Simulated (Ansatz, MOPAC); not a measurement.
Pair of molecules: C2H6 (SMILES CC) (first 8 atoms) with CH3Br (SMILES CBr); geometry from B3LYP-D3(BJ)/def2-TZVP.
(charge 0, multiplicity 1):
```xyz
13

C      0.71618    -0.47088     0.10971
C     -0.53952     0.29996     0.50558
H      0.53009    -1.12199    -0.74682
H      1.07685    -1.09457     0.92948
H      1.52699     0.20852    -0.15837
H     -0.89378     0.92890    -0.31341
H     -0.34804     0.95024     1.36106
H     -1.35570    -0.37615     0.77154
C      0.26599    -1.04726     3.94774
Br     1.53545     0.44174     3.92642
H     -0.46866    -0.86151     3.17270
H     -0.19370    -1.07225     4.92936
H      0.82303    -1.95664     3.75188
```

Monomers are frozen at their geometry in the pair; levels with a basis set take the counterpoise correction.

The state that PM3 reach isn't checked.

Codes used: Ansatz (Gaussian basis) for Hartree–Fock, density functionals and correlated methods; MOPAC for PM3 (differences of heats of formation). 

**Question.** One of these levels gives -65.0 meV for the interaction energy. Which?
(A) PM3
(B) B97M-V/def2-TZVPPD
(C) BLYP/def2-TZVPPD

**Answer.** B, B97M-V/def2-TZVPPD. The others give -28.7 (PM3), 57.4 (BLYP/def2-TZVPPD)

Ansatz is a first-principles code.
